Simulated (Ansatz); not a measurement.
`F[CH2][SnH2][Cl]` + `[CH3][InH][C]#N` → `N#[C][SnH2][Cl]` + `[CH3][InH][CH2]F`  (redistribution)

Isolated molecules relaxed with PBE0-D4/def2-TZVP in Ansatz; ΔE leaves out vibrations. CCSD(T)/CBS adds triple-zeta CCSD(T) − MP2 to the extrapolated MP2 energy (def2 sets, frozen cores). Functionals use def2-TZVPP. Elements past krypton have def2 core potentials. For In, Sn outer-core shells are correlated without core-valence functions, which leaves a few kJ/mol of doubt a bond. One conformer a species, not always the lowest.

| level | ΔE (kJ/mol) |
| --- | --- |
| PBE-D4 | 38.9 |
| ωB97M-V | 41.2 |
| MP2/def2-TZVPP | 39.9 |
| HF/def2-QZVPP | 47.1 |
| SCS-MP2/def2-QZVPP | 40.4 |
| HF/CBS(def2) | 47.0 |
| MP2/CBS(def2) | 41.1 |
| CCSD/CBS(def2) | 41.8 |

(1) What does CCSD(T)/CBS give? (Estimate.)

Largest T1 diagnostic among the species: 0.014.

Answers

(1) Computed: +41.0 kJ/mol. The listed levels differ from it by -2.1, 0.2, -1.1, 6.1, -0.6, 6.0, 0.1, 0.8 kJ/mol.

In def2-TZVPP, CCSD(T) changes the Hartree–Fock value by −7.3 kJ/mol (the triples alone add −0.8 kJ/mol) and MP2 by −7.2 kJ/mol.
